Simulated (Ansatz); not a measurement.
`FBOC(F)(F)F` + SiH₄ → `FC(F)(F)[SiH3]` + `OBF`  (formal exchange of groups at a C–O bond)

Calculated with Ansatz (gas phase, PBE0-D4/def2-TZVP geometries, no zero-point term in ΔE). CBS: MP2 limit from def2 TZ/QZ plus the TZ coupled-cluster correction, frozen cores. This one scheme is used for every species. DFT in def2-TZVPP. One conformer a species, not always the lowest.

```json
{"level": "LDA (SPW92)", "ΔE (kJ/mol)": "-6.6"}
{"level": "PBE-D4", "ΔE (kJ/mol)": "-20.5"}
{"level": "PBE-QIDH", "ΔE (kJ/mol)": "-4.1"}
{"level": "LC-ωPBE", "ΔE (kJ/mol)": "-10.1"}
```

(1) What does CCSD(T)/CBS give? (Best estimate.)

Largest T1 diagnostic among the species: 0.013.

## Answers

(1) The calculation gave: -14.9 kJ/mol. The listed levels differ from it by 8.3, -5.6, 10.8, 4.8 kJ/mol.

Leaving LDA and LC-ωPBE aside and taking each functional with its dispersion term where it has one, the values, not all of them listed here, spread over 26.4 kJ/mol, from BLYP-D4 to B97M-V. LDA lies +14.1 kJ/mol from PBE without D4. At CCSD(T), def2-SVP lies +33.8 kJ/mol from the extrapolated value and def2-TZVPP +9.1 kJ/mol. From PBE to PBE0 (25 % exact exchange), in def2-TZVPP and without D4, ΔE moves by +10.9 kJ/mol.
